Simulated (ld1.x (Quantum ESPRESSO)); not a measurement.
**Which change was made? (Hf, RRKJ)**

| Quantity | Value |
| --- | --- |
| Element | hafnium (Hf) |
| Generator | ld1.x (Quantum ESPRESSO) 7.5 |
| Type | norm-conserving RRKJ (Kleinman–Bylander form) |
| Functional | LDA (PZ) |
| Relativity | scalar-relativistic |
| Frozen core | [Xe] 4f14 |
| Valence charge | 4 |
| Reference configuration | 5d2 6s2 6p0 |
| Partial waves | 6p (bound, empty): rc 3.10 bohr; 5d (bound): rc 1.90 bohr; 6s (bound): rc 2.65 bohr |
| Local potential | the s channel |
| Core correction | a·sin(br)/r model core inside 1.25 bohr |
| rho0 | 0.01 |

Cutoffs, loose and tight: the cutoffs (Ry, on a coarse ladder) from which the occupation-weighted sum of valence levels, in a spherical-Bessel basis at the reference potential, stays within 10 and 1 mRy of its value at 400 Ry. They do not see the model core or the augmentation charge, which bear on the density cutoff. Test errors are all-electron minus pseudo excitation energies from the reference, over the configurations 5d2 6s1 6p0; 5d2 6s0 6p0; 5d1 6s0 6p0; 5d2 6s1 6p1; 5d2 6s1.5 6p0; 5d3 6s0 6p0; 5d2 6s0 6p2 (two spin-polarised tests are not counted in the largest error); variants that change the core or the reference have their own tests.

The base gives: outcome: generated; cutoff, loose: 21 Ry; cutoff, tight: 40 Ry; bound ghosts: none; largest test error (meV): -290.

**Question.** After one change the result is: outcome: generated; cutoff, loose: 18 Ry; cutoff, tight: 21 Ry; bound ghosts: none; largest test error (meV): -432. Which change was it?
A. wave 6p (bound): rc 3.10 bohr becomes 6p (bound): rc 3.72 bohr
B. all radii but the core radius scaled by about 1.42 (s 3.76, p 4.40, d 2.70 bohr)
C. type TM; local potential all-electron potential smoothed inside 1.45 bohr (lloc = -1); rho0 0
D. wave 5d (bound): rc 1.90 bohr becomes 5d (bound): rc 2.90 bohr
E. reference 5d2.5 6s1.5 6p0

**Answer.** B. The others give: type TM; local potential all-electron potential smoothed inside 1.45 bohr (lloc = -1); rho0 0 → outcome: generated; cutoff, loose: 21 Ry; cutoff, tight: 30 Ry; bound ghosts: s, p; largest test error (meV): -247 | wave 5d (bound): rc 1.90 bohr becomes 5d (bound): rc 2.90 bohr → outcome: generated; cutoff, loose: 18 Ry; cutoff, tight: 18 Ry; bound ghosts: none; largest test error (meV): -263 | reference 5d2.5 6s1.5 6p0 → outcome: generated; cutoff, loose: 21 Ry; cutoff, tight: 40 Ry; bound ghosts: none; largest test error (meV): -129 | wave 6p (bound): rc 3.10 bohr becomes 6p (bound): rc 3.72 bohr → outcome: failed: compute_phi: phi has nodes before r_c.
